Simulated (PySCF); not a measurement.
BeCl2, SMILES [Be]([Cl])[Cl]. Geometry: B3LYP-D3(BJ)/def2-TZVP. The isomer is the one that the SMILES or the coordinates give; other isomers of the formula were not compared.

All values below come from B3LYP-D3(BJ)/def2-TZVP (PySCF).

Harmonic wavenumbers (cm⁻¹): 239, 239, 392, 1125. Rotational constants (GHz): 2.190 (linear); symmetry number 2.

Problem. Work out the zero-point energy and the ideal-gas rigid-rotor harmonic-oscillator thermochemistry at 298.15 K and 1 atm.

Solution. ZPE = ½ Σ hcν = ½ × 1994 cm⁻¹ = 2.85 kcal/mol. H − E(el) = 5.77 kcal/mol. Entropy in cal/(mol K): translation 39.05, rotation 16.41, vibration 4.67, total 60.13. G − E(el) = -12.16 kcal/mol. Cp = 12.26 cal/(mol K).
